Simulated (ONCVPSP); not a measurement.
How hard is this Mo ONCV potential?

molybdenum, optimised norm-conserving Vanderbilt (ONCV), made with ONCVPSP 4.0.1 (PBE, scalar-relativistic). Core [Kr], reference 4d5 5s0.5 (charge +0.5). Waves: 5s: rc 2.45 bohr, ncon 4, nbas 9, qcut 2.6 1/bohr, 1 projector; p scattering state at 0.46 Ha: rc 2.60 bohr, ncon 4, nbas 8, qcut 3.1 1/bohr, 2 projectors, debl 0.9 Ha; 4d: rc 1.95 bohr, ncon 4, nbas 8, qcut 9.6 1/bohr, 2 projectors, debl 3.2 Ha. Local part: polynomial inside 1.70 bohr (lpopt 5, dvloc0 0 Ha). Core correction: polynomial model core, fcfact 0.6.

In the p channel the program set the typed energies aside and used 0.050, 0.950 Ha.

**Question.** For each optimised wave give the share of its norm inside rc, the residual kinetic energy above qcut (Ha) and the cutoffs (Ha) for errors of 10, 1, 0.1 and 0.01 mHa per electron.

**Answer.**

| wave | norm inside rc | residual KE | 10 mHa | 1 mHa | 0.1 mHa | 0.01 mHa |
| --- | --- | --- | --- | --- | --- | --- |
| 5s | 0.215 | 1.9e-04 | 1.7 | 2.7 | 4.9 | 34.5 |
| p projector 1 | 0.061 | 2.2e-04 | 0.6 | 2.0 | 15.3 | 29.5 |
| p projector 2 | 0.271 | 2.3e-02 | 6.0 | 23.2 | 39.2 | 50.6 |
| 4d | 0.597 | 3.3e-09 | 15.4 | 21.4 | 26.7 | 31.5 |
| d projector 2 | 0.180 | 7.0e-09 | 18.5 | 24.3 | 30.5 | 36.0 |

The occupied waves need 21 Ha and 27 Ha for 1 and 0.1 mHa. Note: ghosts flagged at negative energy: s at -68.1 eV, p at -38.5 eV; GHOST(+) flagged for p at 45.5 eV. A true bound ghost makes a file unfit for plane-wave use. 1 of 4 tests not solved or not reliable.
